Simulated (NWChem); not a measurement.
All runs are NWChem calculations. System: Cl$_{4}$Ge, charge 0, spin multiplicity 1, at a geometry optimised with PBE0/def2-SVP. The structure started from a generated list of species. Level: CIS/def2-SVP.

Input file:

```
start mol
memory heap 200 mb stack 900 mb global 1100 mb
geometry units angstroms nocenter noautoz
  Cl     1.736666     0.000000    -1.227619
  Ge     0.000000     0.000000     0.000032
  Cl    -1.736666     0.000000    -1.227619
  Cl     0.000000    -1.736662     1.227589
  Cl     0.000000     1.736662     1.227589
  symmetry group C2v
end
basis spherical
  * library def2-svp
end
dft
  xc hfexch
  semidirect memsize 60000000 filesize 0
  iterations 100
end
tddft
  cis
  nroots 8
  notriplet
  thresh 1e-4
end
task tddft energy
```

NWChem printed:

```
             Northwest Computational Chemistry Package (NWChem) 7.3.0
             --------------------------------------------------------

                                NWChem Input Module
                                -------------------

 Scaling coordinates for geometry "geometry" by  1.889725989
 (inverse scale =  0.529177249)

 Turning off AUTOSYM since
 SYMMETRY directive was detected!

                             Geometry "geometry" -> ""
                             -------------------------

 Output coordinates in angstroms (scale by  1.889725989 to convert to a.u.)

  No.       Tag          Charge          X              Y              Z
 ---- ---------------- ---------- -------------- -------------- --------------
    1 Cl                  17.0000     1.73666600     0.00000000    -1.22761900
    2 Ge                  32.0000     0.00000000     0.00000000     0.00003200
    3 Cl                  17.0000    -1.73666600     0.00000000    -1.22761900
    4 Cl                  17.0000     0.00000000    -1.73666200     1.22758900
    5 Cl                  17.0000     0.00000000     1.73666200     1.22758900

 Effective nuclear repulsion energy (a.u.)     805.6463843240

            Nuclear Dipole moment (a.u.)
            ----------------------------
        X                 Y               Z
 ---------------- ---------------- ----------------
     0.0000000000     0.0000000000     0.0000075589

      Symmetry information
      --------------------

 Group name             C2v
 Group number             16
 Group order               4
 No. of unique centers     3

      Symmetry unique atoms

     1    2    4


 Summary of "ao basis" -> "" (spherical)
 ------------------------------------------------------------------------------
       Tag                 Description            Shells   Functions and Types
 ---------------- ------------------------------  ------  ---------------------
 *                          def2-svp                  on all atoms

  xc_inp: hfexch multiplicative factor not found.

                                 NWChem DFT Module
                                 -----------------

 Summary of "ao basis" -> "ao basis" (spherical)
 ------------------------------------------------------------------------------
       Tag                 Description            Shells   Functions and Types
 ---------------- ------------------------------  ------  ---------------------
 Cl                         def2-svp                 8       18   4s3p1d
 Ge                         def2-svp                12       32   5s4p3d

 Summary of "ao basis" -> "ao basis" (spherical)
 ------------------------------------------------------------------------------
       Tag                 Description            Shells   Functions and Types
 ---------------- ------------------------------  ------  ---------------------
 Cl                         def2-svp                 8       18   4s3p1d
 Ge                         def2-svp                12       32   5s4p3d

      Symmetry analysis of basis
      --------------------------

        a1         41
        a2         13
        b1         25
        b2         25

            General Information
            -------------------
          SCF calculation type: DFT
          Wavefunction type:  closed shell.
          No. of atoms     :     5
          No. of electrons :   100
           Alpha electrons :    50
            Beta electrons :    50
          Charge           :     0
          Spin multiplicity:     1
          Use of symmetry is: off; symmetry adaption is: on
          Maximum number of iterations: 100
          AO basis - number of functions:   104
                     number of shells:    44
          Convergence on energy requested:  1.00D-06
          Convergence on density requested:  1.00D-05
          Convergence on gradient requested:  5.00D-04

              XC Information
              --------------
                     Hartree-Fock (Exact) Exchange  1.000

          Convergence Information
          -----------------------
          Convergence aids based upon iterative change in
          total energy or number of iterations.
          Levelshifting, if invoked, occurs when the
          HOMO/LUMO gap drops below (HL_TOL):  1.00D-02
          DIIS, if invoked, will attempt to extrapolate
          using up to (NFOCK): 10 stored Fock matrices.

                    Damping( 0%)  Levelshifting(0.5)       DIIS
                  --------------- ------------------- ---------------
          dE  on:    start            ASAP                start
          dE off:    2 iters        100 iters           100 iters

      Screening Tolerance Information
      -------------------------------
          Density screening/tol_rho:  1.00D-10
          AO Gaussian exp screening on grid/accAOfunc:  14
          CD Gaussian exp screening on grid/accCDfunc:  20
          XC Gaussian exp screening on grid/accXCfunc:  20
          Schwarz screening/accCoul:  1.00D-08

      Superposition of Atomic Density Guess
      -------------------------------------

 Sum of atomic energies:       -3912.33756716

      Non-variational initial energy
      ------------------------------

 Total energy =   -3913.274558
 1-e energy   =   -7044.188316
 2-e energy   =    2325.267373
 HOMO         =      -0.423964
 LUMO         =      -0.008803

      Symmetry analysis of molecular orbitals - initial
      -------------------------------------------------

 !! scf_movecs_sym_adapt:   83 vectors were symmetry contaminated

  Symmetry fudging

 !! scf_movecs_sym_adapt:   49 vectors were symmetry contaminated
[...]
     Occ.   46  b1  ---  Virt.   52  a1       0.18320
     Occ.   46  b1  ---  Virt.   58  a1      -0.05766
     Occ.   47  a1  ---  Virt.   53  b1      -0.18311
     Occ.   47  a1  ---  Virt.   57  b1       0.05769
     Occ.   49  b1  ---  Virt.   51  a1      -0.91345
     Occ.   49  b1  ---  Virt.   52  a1       0.11772
     Occ.   50  a2  ---  Virt.   54  b2      -0.11772
  ----------------------------------------------------------------------------
  Root   3 singlet b2             0.296282000 a.u.                8.0622 eV
  ----------------------------------------------------------------------------
     Transition Moments    X -0.00000   Y -0.00036   Z -0.00000
     Transition Moments   XX  0.00000  XY -0.00000  XZ  0.00000
     Transition Moments   YY -0.00000  YZ -0.00091  ZZ -0.00000
     Dipole Oscillator Strength                    0.0000000255
     Electric Quadrupole                           0.0000000000
     Magnetic Dipole                               0.0000002650
     Total Oscillator Strength                     0.0000002905

          sigma_e =   1.9967 Angstrom
          sigma_h =   2.2827 Angstrom
         |d_h->e| =   0.4023 Angstrom
            d_exc =   2.6511 Angstrom
            d_CD1 =   0.6883 Angstrom
            d_CD2 =  -1.7374 Angstrom
            d_CD3 =   3.0534 Angstrom
     Pearson C.C. =   0.2557

     Occ.   43  a2  ---  Virt.   53  b1       0.10041
     Occ.   44  a1  ---  Virt.   54  b2      -0.17372
     Occ.   44  a1  ---  Virt.   56  b2       0.06222
     Occ.   45  b2  ---  Virt.   52  a1      -0.18332
     Occ.   45  b2  ---  Virt.   58  a1       0.05770
     Occ.   47  a1  ---  Virt.   54  b2       0.18296
     Occ.   47  a1  ---  Virt.   56  b2      -0.05766
     Occ.   48  b2  ---  Virt.   51  a1      -0.91345
     Occ.   48  b2  ---  Virt.   52  a1      -0.11753
     Occ.   50  a2  ---  Virt.   53  b1       0.11787
  ----------------------------------------------------------------------------
  Root   4 singlet a1             0.319547000 a.u.                8.6953 eV
  ----------------------------------------------------------------------------
     Transition Moments    X  0.00000   Y -0.00000   Z  0.77477
     Transition Moments   XX -1.45999  XY -0.00000  XZ -0.00000
     Transition Moments   YY  1.46417  YZ -0.00000  ZZ -0.00436
     Dipole Oscillator Strength                    0.1278773332
     Electric Quadrupole                           0.0000003714
     Magnetic Dipole                               0.0000000000
     Total Oscillator Strength                     0.1278777047

          sigma_e =   2.0033 Angstrom
          sigma_h =   2.3244 Angstrom
         |d_h->e| =   0.0072 Angstrom
            d_exc =   2.6126 Angstrom
            d_CD1 =   0.3283 Angstrom
            d_CD2 =  -2.1566 Angstrom
            d_CD3 =   2.6198 Angstrom
     Pearson C.C. =   0.2782

     Occ.   40  b2  ---  Virt.   54  b2       0.07121
     Occ.   41  b1  ---  Virt.   53  b1      -0.07174
     Occ.   42  a1  ---  Virt.   51  a1      -0.20603
     Occ.   44  a1  ---  Virt.   52  a1       0.25741
     Occ.   44  a1  ---  Virt.   58  a1      -0.07060
     Occ.   45  b2  ---  Virt.   54  b2       0.10444
     Occ.   46  b1  ---  Virt.   53  b1      -0.10521
     Occ.   47  a1  ---  Virt.   51  a1      -0.88031
     Occ.   48  b2  ---  Virt.   54  b2       0.16007
     Occ.   48  b2  ---  Virt.   56  b2      -0.07936
     Occ.   49  b1  ---  Virt.   53  b1      -0.16272
     Occ.   49  b1  ---  Virt.   57  b1       0.08008
  ----------------------------------------------------------------------------
  Root   5 singlet b2             0.319554935 a.u.                8.6955 eV
  ----------------------------------------------------------------------------
     Transition Moments    X  0.00000   Y -0.77485   Z -0.00000
     Transition Moments   XX  0.00000  XY -0.00000  XZ -0.00000
     Transition Moments   YY -0.00000  YZ -1.46098  ZZ  0.00000
     Dipole Oscillator Strength                    0.1279064067
     Electric Quadrupole                           0.0000003709
     Magnetic Dipole                               0.0000000000
     Total Oscillator Strength                     0.1279067776

          sigma_e =   1.9953 Angstrom
          sigma_h =   2.2891 Angstrom
         |d_h->e| =   0.2242 Angstrom
            d_exc =   2.6125 Angstrom
            d_CD1 =   0.5181 Angstrom
            d_CD2 =  -1.9179 Angstrom
            d_CD3 =   2.8368 Angstrom
     Pearson C.C. =   0.2678

     Occ.   40  b2  ---  Virt.   51  a1       0.20606
     Occ.   40  b2  ---  Virt.   52  a1      -0.07145
     Occ.   42  a1  ---  Virt.   54  b2      -0.07150
     Occ.   43  a2  ---  Virt.   53  b1       0.22266
     Occ.   43  a2  ---  Virt.   57  b1      -0.06114
     Occ.   44  a1  ---  Virt.   54  b2       0.12877
     Occ.   45  b2  ---  Virt.   51  a1       0.88029
     Occ.   45  b2  ---  Virt.   52  a1      -0.10461
     Occ.   47  a1  ---  Virt.   54  b2      -0.10488
     Occ.   48  b2  ---  Virt.   52  a1       0.16186
     Occ.   48  b2  ---  Virt.   58  a1      -0.07976
     Occ.   50  a2  ---  Virt.   53  b1       0.16149
     Occ.   50  a2  ---  Virt.   57  b1      -0.07973
  ----------------------------------------------------------------------------
  Root   6 singlet b1             0.319558978 a.u.                8.6956 eV
  ----------------------------------------------------------------------------
     Transition Moments    X  0.77500   Y  0.00000   Z -0.00000
     Transition Moments   XX  0.00000  XY  0.00000  XZ -1.46153
     Transition Moments   YY -0.00000  YZ  0.00000  ZZ -0.00000
     Dipole Oscillator Strength                    0.1279574477
     Electric Quadrupole                           0.0000003712
     Magnetic Dipole                               0.0000000000
     Total Oscillator Strength                     0.1279578189

          sigma_e =   1.9952 Angstrom
          sigma_h =   2.2890 Angstrom
         |d_h->e| =   0.2248 Angstrom
            d_exc =   2.6126 Angstrom
            d_CD1 =   0.5185 Angstrom
            d_CD2 =  -1.9173 Angstrom
            d_CD3 =   2.8374 Angstrom
     Pearson C.C. =   0.2677

     Occ.   41  b1  ---  Virt.   51  a1      -0.20609
     Occ.   41  b1  ---  Virt.   52  a1      -0.07151
     Occ.   42  a1  ---  Virt.   53  b1      -0.07148
     Occ.   43  a2  ---  Virt.   54  b2      -0.22275
     Occ.   43  a2  ---  Virt.   56  b2       0.06119
     Occ.   44  a1  ---  Virt.   53  b1      -0.12866
     Occ.   46  b1  ---  Virt.   51  a1      -0.88030
     Occ.   46  b1  ---  Virt.   52  a1      -0.10479
     Occ.   47  a1  ---  Virt.   53  b1      -0.10485
     Occ.   49  b1  ---  Virt.   52  a1       0.16170
     Occ.   49  b1  ---  Virt.   58  a1      -0.07972
     Occ.   50  a2  ---  Virt.   54  b2       0.16142
     Occ.   50  a2  ---  Virt.   56  b2      -0.07973
  ----------------------------------------------------------------------------
  Root   7 singlet a1             0.320952623 a.u.                8.7336 eV
  ----------------------------------------------------------------------------
     Transition Moments    X  0.00000   Y  0.00000   Z  0.00386
     Transition Moments   XX -0.44260  XY  0.00000  XZ -0.00000
     Transition Moments   YY -0.42779  YZ  0.00000  ZZ  0.87032
     Dipole Oscillator Strength                    0.0000031936
     Electric Quadrupole                           0.0000001000
     Magnetic Dipole                               0.0000000000
     Total Oscillator Strength                     0.0000032936

          sigma_e =   1.9994 Angstrom
          sigma_h =   2.3183 Angstrom
         |d_h->e| =   0.0072 Angstrom
            d_exc =   2.5416 Angstrom
            d_CD1 =   0.3261 Angstrom
            d_CD2 =  -2.1517 Angstrom
            d_CD3 =   2.5488 Angstrom
     Pearson C.C. =   0.3142

     Occ.   40  b2  ---  Virt.   54  b2       0.05337
     Occ.   41  b1  ---  Virt.   53  b1       0.05265
     Occ.   42  a1  ---  Virt.   52  a1      -0.10602
     Occ.   44  a1  ---  Virt.   51  a1       0.87647
     Occ.   45  b2  ---  Virt.   54  b2       0.08800
     Occ.   46  b1  ---  Virt.   53  b1       0.08684
     Occ.   47  a1  ---  Virt.   52  a1      -0.17464
     Occ.   47  a1  ---  Virt.   58  a1       0.06420
     Occ.   48  b2  ---  Virt.   54  b2       0.26306
     Occ.   48  b2  ---  Virt.   56  b2      -0.07274
     Occ.   49  b1  ---  Virt.   53  b1       0.26160
     Occ.   49  b1  ---  Virt.   57  b1      -0.07197
  ----------------------------------------------------------------------------
  Root   8 singlet a2             0.320965201 a.u.                8.7339 eV
  ----------------------------------------------------------------------------
     Transition Moments    X -0.00000   Y -0.00000   Z  0.00000
     Transition Moments   XX  0.00000  XY  0.75390  XZ  0.00000
     Transition Moments   YY  0.00000  YZ -0.00000  ZZ -0.00000
     Dipole Oscillator Strength                    0.0000000000
     Electric Quadrupole                           0.0000001001
     Magnetic Dipole                               0.0000000000
     Total Oscillator Strength                     0.0000001001

          sigma_e =   1.9994 Angstrom
          sigma_h =   2.3183 Angstrom
         |d_h->e| =   0.0004 Angstrom
            d_exc =   2.5415 Angstrom
            d_CD1 =   0.3194 Angstrom
            d_CD2 =  -2.1584 Angstrom
            d_CD3 =   2.5420 Angstrom
     Pearson C.C. =   0.3142

     Occ.   40  b2  ---  Virt.   53  b1      -0.09175
     Occ.   41  b1  ---  Virt.   54  b2      -0.09179
     Occ.   43  a2  ---  Virt.   51  a1      -0.87639
     Occ.   45  b2  ---  Virt.   53  b1      -0.15094
     Occ.   45  b2  ---  Virt.   57  b1       0.05557
     Occ.   46  b1  ---  Virt.   54  b2      -0.15111
     Occ.   46  b1  ---  Virt.   56  b2       0.05562
     Occ.   48  b2  ---  Virt.   53  b1       0.15164
     Occ.   49  b1  ---  Virt.   54  b2       0.15160
     Occ.   50  a2  ---  Virt.   52  a1       0.30331
     Occ.   50  a2  ---  Virt.   58  a1      -0.08354

              Target root =      1
          Target symmetry = none
      Ground state energy =  -3912.701046169823
        Excitation energy =      0.296273492382
     Excited state energy =  -3912.404772677441

  stored tddft:energy   -3912.4047726774411

 Task  times  cpu:       26.0s     wall:       26.0s

 Total times  cpu:       26.0s     wall:       26.0s
```
